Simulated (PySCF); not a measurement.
Working out the ionisation energy of Cd

Cd [Kr] 4d10 5s2 (1S) → Cd⁺ [Kr] 4d10 5s1 (2S). Calculation: PySCF 2.14, in cc-pVDZ-PP with ECP28MDF (4s4p3d1f, 38 functions); a scalar-relativistic core potential. Frozen: 4s2 4p6. Energies in hartree (1 hartree = 27.21139 eV):

```
            part   Cd (lower)  Cd⁺ (upper)
             UHF  -166.837750  -166.564503
CCSD correlation    -0.322833    -0.279242
             (T)    -0.005793    -0.002879
```

Problem. What does Hartree-Fock give?

Solution. (-166.564503) − (-166.837750) = 0.273247 hartree = 7.435 eV.

Problem. What do CCSD and CCSD(T) give?

Solution. The CCSD correlation energies differ by 0.043591 hartree = 1.186 eV and the triples by 0.002914 hartree = 0.079 eV, so CCSD gives 8.621 eV and CCSD(T) 8.700 eV.

Measured between the centres of the two terms (NIST): 8.994 eV, so CCSD(T) (valence) is off by -0.294 eV.

A double-zeta basis recovers only part of the correlation energy.

What remains against the reference includes basis incompleteness, the frozen core and higher excitations.
